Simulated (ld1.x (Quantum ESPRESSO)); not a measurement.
B (Z = 5): variants of one TM potential

Base potential:

| Property | Result |
| --- | --- |
| Element | B |
| Generator | ld1.x (Quantum ESPRESSO) 7.5 |
| Type | norm-conserving Troullier–Martins (Kleinman–Bylander form) |
| Functional | PBE |
| Relativity | non-relativistic |
| Frozen core | [He] |
| Valence charge | 3 |
| Reference configuration | 2s2 2p1 |
| Partial waves | 2s (bound): rc 1.20 bohr; 2p (bound): rc 2.40 bohr; 3d channel at 0.35 Ry: rc 2.40 bohr |
| Local potential | all-electron potential smoothed inside 1.45 bohr (lloc = -2) |
| Core correction | none |

Cutoffs, loose and tight: the cutoffs (Ry, on a coarse ladder) from which the occupation-weighted sum of valence levels, in a spherical-Bessel basis at the reference potential, stays within 10 and 1 mRy of its value at 400 Ry. They do not see the model core or the augmentation charge, which bear on the density cutoff. Test errors are all-electron minus pseudo excitation energies from the reference, over the configurations 2s2 2p0; 2s1 2p0; 2s2 2p0.5; 2s1 2p1; 2s1 2p2; 2s2 2p1.3; 2s0 2p3. A dash means not determined; rows that change the core or the reference have their own tests.

A true bound ghost makes a file unfit for plane-wave use even where its test errors are small: the radial tests pick states by their node count and pass the ghost by.

```csv
change,outcome,"cutoff, loose","cutoff, tight",bound ghosts,largest test error (meV)
base,generated,21 Ry,55 Ry,none,+154
wave 2s (bound): rc 1.20 bohr becomes 2s (bound): rc 0.90 bohr,generated,90 Ry,180 Ry,none,+161
wave 2s (bound): rc 1.20 bohr becomes 2s (bound): rc 1.06 bohr,generated,25 Ry,70 Ry,none,+155
wave 2s (bound): rc 1.20 bohr becomes 2s (bound): rc 1.24 bohr,generated,21 Ry,55 Ry,none,+154
wave 2s (bound): rc 1.20 bohr becomes 2s (bound): rc 1.38 bohr,generated,21 Ry,55 Ry,none,+154
wave 2s (bound): rc 1.20 bohr becomes 2s (bound): rc 1.50 bohr,generated,18 Ry,50 Ry,none,+154
wave 2s (bound): rc 1.20 bohr becomes 2s (bound): rc 1.66 bohr,generated,18 Ry,40 Ry,none,+152
wave 2s (bound): rc 1.20 bohr becomes 2s (bound): rc 1.82 bohr,generated,18 Ry,40 Ry,none,+150
```

Q: What comes out with this change to the base: wave 2s (bound): rc 1.20 bohr becomes 2s (bound): rc 0.80 bohr?

A: outcome: generated; cutoff, loose: 140 Ry; cutoff, tight: 180 Ry; bound ghosts: s; largest test error (meV): +162.

Reading the sweep of the s radius (base included, trends over the rows without a ghost): The loose cutoff falls from 90 Ry at 0.9 to 18 Ry at 1.82 bohr. A larger radius leaves more room for a smooth pseudo-wave, so fewer plane waves are needed; a smaller one forces it to follow the all-electron wave where it bends sharply. The median size of the test errors (rows with all tests solved) is not monotonic: lowest 5.6 meV at 1.06 bohr, highest 16.5 meV at 1.82 bohr. Bound ghosts are found at 0.8 bohr.
